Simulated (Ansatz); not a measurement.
Basis-set extrapolation for `F[C@H]1O[Si@H]1[SiH3]` (PBE0-D4/def2-TZVP geometry, frozen core, the Gaussian-basis code of Ansatz). Multiplicity 1, RHF reference.

```csv
,def2-TZVPP,def2-QZVPP
HF,-793.024747,-793.052650
MP2 correlation,-0.888252,-0.960310
CCSD(T) correlation,-0.964569,not run
```

Energies in hartree. Use E(X) = E(∞) + A·exp(−7.88·√X) for Hartree–Fock and E(X) = E(∞) + B·X^(−2.97) for correlation, with X = 3 and 4, and add CCSD(T) minus MP2 of the smaller set to the MP2 limit.

**Question.** What is the CCSD(T) energy at the basis-set limit?

**Answer.** HF limit: -793.052650 + (-0.027903) × 0.13774 = -793.05649. MP2 limit: -0.960310 + (-0.072058) × 0.74074 = -1.01369. Higher-order term: -0.964569 − (-0.888252) = -0.07632. Total: -794.14650 hartree, 4.28 eV below CCSD(T)/def2-TZVPP.
